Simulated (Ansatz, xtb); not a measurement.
ClGaH6Si2: which of two isomers lies lower

We compare a, `[SiH3][Ga]([SiH3])[Cl]`, a singlet, with b, `[SiH3][SiH2][GaH][Cl]`, a singlet. Both are isolated molecules in the gas phase, relaxed with BLYP-D3(BJ)/def2-SVP; each stands in its lowest conformer found.

a (Å):

```yaml
atoms:
  - { symbol: Cl, position_ang: [-3.2066, -0.5361, -1.2344] }
  - { symbol: Ga, position_ang: [-1.3096, -0.4266, -0.0990] }
  - { symbol: Si, position_ang: [-1.6818, -0.6146, 2.3063] }
  - { symbol: Si, position_ang: [0.6139, -0.1550, -1.5773] }
  - { symbol: H, position_ang: [-2.7262, 0.3729, 2.7418] }
  - { symbol: H, position_ang: [-2.1728, -2.0004, 2.6200] }
  - { symbol: H, position_ang: [-0.4216, -0.3664, 3.0859] }
  - { symbol: H, position_ang: [1.9106, -0.2040, -0.8199] }
  - { symbol: H, position_ang: [0.6162, -1.2414, -2.6146] }
  - { symbol: H, position_ang: [0.5164, 1.1727, -2.2750] }
```

b (Å):

```csv
atom,x (Å),y (Å),z (Å)
Cl,4.0630,0.3329,-0.4447
Ga,4.0208,-1.7428,-1.1959
Si,0.3522,-0.5309,-1.5821
Si,1.7804,-2.3876,-1.8823
H,0.8448,0.6128,-2.4167
H,0.3525,-0.1337,-0.1368
H,-1.0518,-0.8685,-1.9964
H,1.8050,-2.8321,-3.3205
H,1.3275,-3.5611,-1.0548
H,5.4428,-2.4369,-1.1560
```

Q: Estimate which is lower in electronic energy at CCSD(T)/def2-SVP + ΔMP2/def2-TZVPP, and by roughly how much.

A: The CCSD(T)/def2-SVP + ΔMP2/def2-TZVPP calculation puts structure a lower, by 3.3 kcal/mol.

The same difference at several levels:

```
                             level              geometry  E(b) − E(a) (kcal/mol)  departure from the last row (kcal/mol)  job, with rough time for the two
              BLYP-D3(BJ)/def2-SVP  BLYP-D3(BJ)/def2-SVP                      +3.3                                     0.0                optimisation, 69 s
                       HF/def2-SVP  BLYP-D3(BJ)/def2-SVP                      +3.2                                    −0.1           part of the CCSD(T) run
                      MP2/def2-SVP  BLYP-D3(BJ)/def2-SVP                      +2.5                                    −0.7           part of the CCSD(T) run
                  CCSD(T)/def2-SVP  BLYP-D3(BJ)/def2-SVP                      +2.8                                    −0.4                      single point
CCSD(T)/def2-SVP + ΔMP2/def2-TZVPP  BLYP-D3(BJ)/def2-SVP                      +3.3                                                        single point, 24 s
```

As drawn, b has 1 Si–Si, 1 Ga–H in place of 1 Ga–Si, 1 Si–H.

The levels shown agree on the order. The largest departure from CCSD(T)/def2-SVP + ΔMP2/def2-TZVPP is that of MP2/def2-SVP, 0.7 kcal/mol. Levels run at GFN2-xTB geometries aren't shown. The last row adds to CCSD(T) the change of the MP2 difference between the two basis sets, here +0.4 kcal/mol.

With harmonic frequencies from BLYP-D3(BJ)/def2-SVP (ideal gas, rigid rotor, one conformer each, 298.15 K, 1 atm): on the last row, ΔE + ΔZPE = +3.1 kcal/mol. A mode under 50 cm⁻¹ makes harmonic enthalpies and free energies unreliable, so none is given.

The correlated steps freeze 24 core orbitals; the filled d shell of Ga is correlated, in a basis made for valence electrons. Programs: Ansatz 0.2.0; the last row on 2 threads of Intel(R) Xeon(R) 6975P-C (Granite Rapids) on a shared host.
